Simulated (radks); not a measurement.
Values are calculated unless marked as measured or tabulated.
Ionisation of the praseodymium ion Pr+, [Xe] 4f3 6s1, to Pr2+, [Xe] 4f3, under several functionals. Dirac Kohn-Sham, spin-unpolarised, spherical densities, finite nucleus; open shells fill j = l - 1/2 first; a radial shooting solver on a logarithmic mesh with Libxc functionals.

[
 {"functional": "XLYP", "E(Pr+) (hartree)": "-9243.4002", "Exc (hartree)": "-217.9956", "IE (eV)": "10.795", "-e(HOMO) (eV)": "6.954", "<r> HOMO (bohr)": "1.173", "IE error (eV)": "+0.164"},
 {"functional": "RPBE", "E(Pr+) (hartree)": "-9242.3362", "Exc (hartree)": "-216.9295", "IE (eV)": "10.573", "-e(HOMO) (eV)": "7.060", "<r> HOMO (bohr)": "1.167", "IE error (eV)": "-0.058"},
 {"functional": "exchange-only LDA", "E(Pr+) (hartree)": "-9229.5027", "Exc (hartree)": "-203.9419", "IE (eV)": "9.981", "-e(HOMO) (eV)": "5.967", "<r> HOMO (bohr)": "1.185", "IE error (eV)": "-0.650"},
 {"functional": "exchange-only PBE", "E(Pr+) (hartree)": "-9238.7526", "Exc (hartree)": "-213.2893", "IE (eV)": "10.280", "-e(HOMO) (eV)": "6.028", "<r> HOMO (bohr)": "1.187", "IE error (eV)": "-0.351"},
 {"functional": "BP86", "E(Pr+) (hartree)": "-9243.3769", "Exc (hartree)": "-217.9783", "IE (eV)": "10.660", "-e(HOMO) (eV)": "7.261", "<r> HOMO (bohr)": "1.169", "IE error (eV)": "+0.029"}
]

NIST Atomic Spectra Database: 10.63 eV (semi-empirical). Closest: BP86. The Delta-SCF values span 0.81 eV, the total energies 13.90 hartree. The highest occupied level is 4f5/2. Spin polarisation and multiplet splitting are left out, so open shells lie too high by an amount that depends on their filling.

Beside tabulated values, note that spin-unpolarised runs miss the spin-polarisation part of the exchange energy of open shells.
